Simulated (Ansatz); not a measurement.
Stepwise reaction of `Cl[Si](Cl)(Cl)[GeH3]` with hydrogen, as a gas-phase model of exchange steps in deposition or etching. ΔE in kJ/mol; ΔG adds harmonic PBE0-D4 terms to CCSD(T)/CBS, at 1 bar.

Calculated with Ansatz (gas phase, PBE0-D4/def2-TZVP geometries, no zero-point term in ΔE). CCSD(T)/CBS is the MP2 limit (def2-TZVPP, def2-QZVPP) plus CCSD(T) − MP2 in def2-TZVPP, frozen cores. This one scheme is used for every species. Functionals use def2-TZVPP. B3LYP here is the variant with VWN-RPA as its local correlation; programs differ in this. For Ge outer-core shells are correlated without core-valence functions, which leaves a few kJ/mol of doubt a bond. Scalar relativity is left out up to krypton.

```
step                                           reaction  PBE-D4  B3LYP-D4  ωB97M-V  CCSD(T)/CBS  ΔG(600 K)
   2  `Cl[SiH](Cl)[GeH3]` + H₂ → `Cl[SiH2][GeH3]` + HCl    80.2      78.6     79.5         78.5       70.3
   3       `Cl[SiH2][GeH3]` + H₂ → `[SiH3][GeH3]` + HCl    69.6      69.5     70.4         70.5       67.7
```

Task: Give the row of step 1, `Cl[Si](Cl)(Cl)[GeH3]` + H₂ → `Cl[SiH](Cl)[GeH3]` + HCl. (Best estimate.)

Result: Ansatz gave: 
```
step                                                 reaction  PBE-D4  B3LYP-D4  ωB97M-V  CCSD(T)/CBS  ΔG(600 K)
   1  `Cl[Si](Cl)(Cl)[GeH3]` + H₂ → `Cl[SiH](Cl)[GeH3]` + HCl    82.7      80.7     81.5         79.6       65.1
```

Task: By hand: ΔE of the 3 steps together at CCSD(T)/CBS.

Result: (79.6) + (78.5) + (70.5) = 228.6 kJ/mol, or 76.2 kJ/mol a step.

In ΔE step 3 is the lowest and step 1 the highest. All are uphill at CCSD(T)/CBS. ΔG lies between 65.1 and 70.3 kJ/mol a step. PBE-D4 differs from CCSD(T)/CBS by -0.9 to 3.1 kJ/mol a step. Isolated molecules leave out the surface, adducts and barriers. Largest T1 diagnostic: 0.012.
